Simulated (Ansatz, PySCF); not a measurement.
Breaking the O3–H4 bond in H2OPb (SMILES [OH][PbH]) (multiplicity 1 held, fragments rigid). Energies count from the point at 0.964 Å.
Geometry at that point (charge 0, multiplicity 1):
```xyz
4

Pb    -0.1201    -0.1016     0.1405
H     -1.4864     0.0214    -1.1432
O      1.2989     0.8935    -1.0580
H      0.9450     1.1577    -1.9145
```

| level | energy at R = 3.084 Å (eV) | cost |
|---|---|---|
| U-HF/LANL2DZ | 3.260 | - |
| R-HF/def2-TZVPP | 9.193 | - |
| U-PBE/def2-TZVPP | 4.834 | - |
| R-r2SCAN/def2-TZVPP | 6.626 | ×1 |
| R-wB97X-V/def2-TZVPP | 7.947 | ×2 |
| U-wB97X-V/def2-TZVPP | 5.033 | - |
| R-MP2/def2-TZVPP | 6.367 | - |
| U-MP2/def2-TZVPP | 5.365 | - |
| R-SCS-MP2/def2-TZVPP | 5.983 | - |
| U-SCS-MP2/def2-TZVPP | 5.295 | - |
| U-CCSD/def2-TZVPP | 4.998 | - |
| U-CCSD(T)/def2-TZVPP | 5.041 | - |
| SC-NEVPT2 on CASSCF(4,3)/def2-TZVPP | 5.314 | - |
| FIC-MRCISD+Q on CASSCF(4,3)/def2-TZVPP | 5.031 | - |

The rows run from 3.260 (U-HF/LANL2DZ) to 9.193 eV (R-HF/def2-TZVPP). In def2-TZVPP the value moves U-MP2 5.365, U-CCSD 4.998, U-CCSD(T) 5.041, a shift of -0.324 from U-MP2 to U-CCSD(T).

R- and RO- levels are restricted; in cc, def2 and unpolarised 6-31G sets they are followed outwards from rest. Unrestricted levels (U-) break spin symmetry where that is lower. Active spaces are followed from a long bond inwards. Levels need not reach the same state.

Frozen-core correlation. Filled d and f shells under p-block atoms count as core. Rows in LANL2DZ carry no dispersion term and start afresh at each structure. LANL2DZ brings its own core potentials from Na on.

Doubts at one or more of the structures used: a spin-contaminated determinant (U-HF/LANL2DZ, U-PBE/def2-TZVPP, U-wB97X-V/def2-TZVPP, U-MP2/def2-TZVPP, U-SCS-MP2/def2-TZVPP, U-CCSD/def2-TZVPP, U-CCSD(T)/def2-TZVPP); a restricted determinant that unrestricted orbitals would lower (R-HF/def2-TZVPP, R-r2SCAN/def2-TZVPP, R-wB97X-V/def2-TZVPP, R-MP2/def2-TZVPP, R-SCS-MP2/def2-TZVPP); active orbitals that take no part (SC-NEVPT2 on CASSCF(4,3)/def2-TZVPP, FIC-MRCISD+Q on CASSCF(4,3)/def2-TZVPP).

The values were computed with Ansatz (a first-principles code) with Gaussian orbitals; PySCF for LANL2DZ rows.  In def2 rows elements past Kr take small-core potentials, without spin–orbit coupling.

Costs are rough ratios of core time to R-PBE/def2-TZVPP (about 3.0 s over the structures, on one shared machine); a dash marks a level with no comparable run of its own.
